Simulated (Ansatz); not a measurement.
`[CH3][Sn][SH]`, 7 atoms. The species carries charge 0 and has multiplicity 1. Correlated methods include outer-core shells of Sn, which these sets cover unevenly. Sn: def2 effective core potential. All runs use 2 threads of a server CPU on a shared host. Correlated methods freeze the cores.

(1) How many basis functions does each run have, and how long does it take in Ansatz? RKS B2PLYP (frozen core)/def2-TZVPP energy; RKS revPBE-D4/def2-TZVPP energy; RKS PBE0-D4/def2-TZVP relaxation (13 steps); RHF-CCSD(T)/def2-SVP energy; RKS PBE0-D4/def2-SVP energy; direct RPA on PBE orbitals/def2-TZVPP energy; RKS BHLYP-D4/def2-TZVPP energy; RKS ωB97M-V/def2-QZVPP energy; RKS ωB97M-V/def2-SVP energy; RKS PBE0-D4/def2-QZVPP energy; RHF-CCSD(T)/def2-TZVPP energy; RKS PBE0-D4/def2-TZVP frequencies. (Best estimate.)

Answers

(1) Ansatz gave: Other jobs shared the machine, so times are rough.

```csv
level,job,functions,wall time,peak host memory (GiB)
RKS PBE0-D4/def2-SVP,energy,78,0.8 s,0.16
RKS revPBE-D4/def2-TZVPP,energy,179,1.1 s,0.21
RKS BHLYP-D4/def2-TZVPP,energy,179,1.6 s,0.38
RHF-CCSD(T)/def2-SVP,energy,78,1.8 s,0.25
RKS ωB97M-V/def2-SVP,energy,78,2.5 s,0.24
RKS B2PLYP (frozen core)/def2-TZVPP,energy,179,2.9 s,0.4
direct RPA on PBE orbitals/def2-TZVPP,energy,179,3.3 s,0.39
RKS PBE0-D4/def2-QZVPP,energy,329,3.8 s,0.85
RKS ωB97M-V/def2-QZVPP,energy,329,8.5 s,1
RHF-CCSD(T)/def2-TZVPP,energy,179,19 s,1.9
RKS PBE0-D4/def2-TZVP,relaxation (13 steps),142,22 s,0.34
RKS PBE0-D4/def2-TZVP,frequencies,142,50 s,0.34
```
